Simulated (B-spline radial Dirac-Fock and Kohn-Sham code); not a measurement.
# Magnetic form factor of the 3d shell of Nd³⁹⁺

System: Nd³⁹⁺ in the configuration [Ar] 3d3.

The run's input, task.json:

```json
{"items": [{
  "Z": 60,
  "q": 39,
  "cfg": [[1, 0, 2], [2, 0, 2], [2, 1, 6], [3, 0, 2], [3, 1, 6], [3, 2, 3]],
  "A": 142,
  "rrms": 4.9123,
  "do": ["scatter"],
  "s": [0.0, 0.05, 0.1, 0.15, 0.2, 0.25, 0.3, 0.35, 0.4, 0.45, 0.5, 0.6, 0.7, 0.8, 0.9, 1.0, 1.1, 1.2, 1.4, 1.6, 1.8, 2.0, 2.5, 3.0, 3.5, 4.0, 5.0, 6.0],
  "pz": [0, 0.1, 0.14, 0.2, 0.29, 0.42, 0.59, 0.85, 1.2, 1.7, 2.5, 3.5, 5.0, 7.2, 10.0, 15.0, 21.0, 30.0, 43.0, 61.0, 87.0],
  "hv_scatter": [8047.8, 10000, 17479.3, 30000, 50000, 200000, 500000, 1000000]
}]}
```

Launch: `python xray_run.py task.json out`

Calculated with an atomic code on a B-spline grid, using relativistic Hartree-Fock (Dirac-Fock) wave functions, averaged over the configuration. ⟨j_K⟩ is the integral of the 3d radial density with the spherical Bessel function j_K(4πsr), s = sin θ/λ.

```
s (Å⁻¹)    ⟨j0⟩    ⟨j2⟩    ⟨j4⟩
      0  1.0000  0.0000  0.0000
   0.05  0.9990  0.0004  0.0000
    0.1  0.9960  0.0016  0.0000
   0.15  0.9909  0.0036  0.0000
    0.2  0.9839  0.0064  0.0000
   0.25  0.9750  0.0100  0.0000
    0.3  0.9642  0.0142  0.0001
   0.35  0.9515  0.0192  0.0002
    0.4  0.9372  0.0248  0.0003
   0.45  0.9212  0.0310  0.0004
    0.5  0.9036  0.0377  0.0006
    0.6  0.8642  0.0526  0.0012
    0.7  0.8199  0.0690  0.0022
    0.8  0.7715  0.0864  0.0036
    0.9  0.7200  0.1042  0.0055
      1  0.6665  0.1220  0.0080
    1.1  0.6119  0.1393  0.0111
    1.2  0.5571  0.1557  0.0148
    1.4  0.4498  0.1842  0.0240
    1.6  0.3502  0.2056  0.0352
```

Radial moments of the shell: ⟨r²⟩ = 0.05502, ⟨r⁴⟩ = 0.005089, ⟨r⁶⟩ = 0.0007121 in powers of bohr.
